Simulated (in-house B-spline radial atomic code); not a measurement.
**Ionising Nb V (Nb4+) with different functionals**

Computed with an all-electron radial atomic-structure program (B-spline basis): scalar-relativistic (spin-free X2C) Hamiltonian, Fermi nucleus of rms radius 4.324 fm, spin-polarised at highest spin, spherical fractional occupations for the functionals, and exact exchange of hybrids averaged over the configuration. The ionisation energy is the difference of two self-consistent energies, [Kr] 4d1 → [Ar] 3d10 4s2 4p6, without Breit or QED terms; ε is the level of the shell that loses the electron (its least bound occupied spin orbital). There is no spin-orbit coupling in this Hamiltonian.

| method | rung | ΔSCF (eV) | -ε(4d) (eV) |
| --- | --- | --- | --- |
| PBE0 | global hybrid | 50.52 | 45.63 |
| B3LYP | global hybrid | 50.58 | 45.30 |
| TPSSh | global hybrid | 50.35 | 44.41 |
| BHandHLYP | global hybrid | 50.41 | 47.24 |
| r2SCAN0 | global hybrid | 50.14 | 45.40 |
| B97-1 | global hybrid | 50.43 | 45.20 |
| HSE06 | range-separated hybrid | 50.49 | 45.20 |
| wB97X | range-separated hybrid | 50.23 | 48.01 |
| CAM-B3LYP | range-separated hybrid | 50.58 | 47.15 |
| LC-wPBE | range-separated hybrid | 50.58 | 48.67 |

Problem. Among the functionals, which spreads more, the ΔSCF values or the orbital energies?

Solution. The orbital energies: ΔSCF values span about 0.45 eV and the orbital energies 4.26 eV; here energy differences depend much less on the functional than eigenvalues do.

Problem. How do they compare with the NIST value?

Solution. NIST lists 50.573 eV ± 0.0025 (measured, ground level to ground level). Errors run from -0.44 to +0.01 eV; CAM-B3LYP is closest (+0.00 eV), but part of that can be cancellation, since the calculations leave out spin-orbit coupling, Breit-QED terms, multiplet and fine-structure energies.
